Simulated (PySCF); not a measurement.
BP86 on N (nitrogen, neutral), [He] 2s1 2p3 3d1, high-spin 6D determinant (an excited configuration). Computed with PySCF 2.14 in aug-cc-pCVTZ-DK with one added diffuse shell each of s, p, d, f type (8s7p5d3f, 75 functions), with the spin-free X2C one-electron Hamiltonian (Gaussian nucleus).

```
cycle= 1 E= -53.9126071713913  delta_E= -0.00377  |g|= 0.00685  |ddm|= 0.19
cycle= 2 E= -53.9126162576838  delta_E= -9.09e-06  |g|= 0.00212  |ddm|= 0.0184
cycle= 3 E= -53.9126179571107  delta_E= -1.7e-06  |g|= 0.000497  |ddm|= 0.00609
cycle= 4 E= -53.9126180443557  delta_E= -8.72e-08  |g|= 1.72e-05  |ddm|= 0.00118
cycle= 5 E= -53.912618044656  delta_E= -3e-10  |g|= 1.85e-06  |ddm|= 8.37e-05
converged SCF energy = -53.912618044656  <S^2> = 8.7500125  2S+1 = 6.0000042
```

Highest occupied orbital energy: 0.079 eV; ⟨L²⟩ = 6.00; populations by l: s 3.00, p 3.00, d 1.00, f 0.00.

**Question.** Can this result be used?

**Answer.** Not for this state. Self-consistency was reached. The outer electron is Rydberg-like, and this basis confines it to a smaller radius and binds it less than a complete one would. At BP86 the highest occupied level has a positive energy, so only the finite basis holds that electron; for this excited configuration the basis is too tight for the outer shell.
